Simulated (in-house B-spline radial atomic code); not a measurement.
Results of a calculation; reference values are marked as such.
## Correlation energy from the adiabatic connection: −Z/r, Z = 7

Two electrons in a singlet, external potential −Z/r, Z = 7 (atomic units). Full CI in B-splines (partial waves to l = 8, correlation up to 0.6 % small) with the density held fixed gives W(λ) = <V_ee>_λ − U, and E_c is the integral of W(λ) − W(0) from 0 to 1.

```csv
λ,W(λ) − W(0) (hartree)
0,0.00000
0.02,-0.00187
0.05,-0.00466
0.12,-0.01114
0.25,-0.02304
0.4,-0.03657
0.6,-0.05427
0.8,-0.07159
1,-0.08855
```

Question: Integrate the table by the trapezoid rule.

Answer: The strips give -0.00002, -0.00010, -0.00055, -0.00222, -0.00447, -0.00908, -0.01259, -0.01601, which sum to -0.04505 hartree. The direct value, W(1) − W(0) + T_c with T_c = 0.04348, is -0.04507; the curve is convex, so chords lie above it and the trapezoids fall short in size by 0.05 %.

Question: Now use only three numbers: W(0) = -4.1522, the initial slope W'(0) = -0.09344 (extrapolated from the first points) and the strong-coupling limit of the point-charge-plus-continuum model, W∞ = -5.896. What do second-order theory and the interpolation W(λ) = W∞ + (W(0) − W∞)/√(1 + 2χλ) of Seidl, Perdew and Levy give?

Answer: Second order keeps the slope alone: E_c = W'(0)/2 = -0.04672, +4 % in size against -0.04507. Matching the slope fixes χ = W'(0)/(W∞ − W(0)) = -0.09344/(-1.74380) = 0.05358. Integrating, with s = √(1 + 2χ) = 1.052221, E_c = −(W(0) − W∞)(s − 1)/(s + 1) = −1.74380 × 0.052221/2.052221 = -0.04437 hartree, -1.5 % in size against the full result. At λ = 1 the formula gives W − W(0) = -0.08654 against -0.08855. Part of the miss can come from the model's W∞.
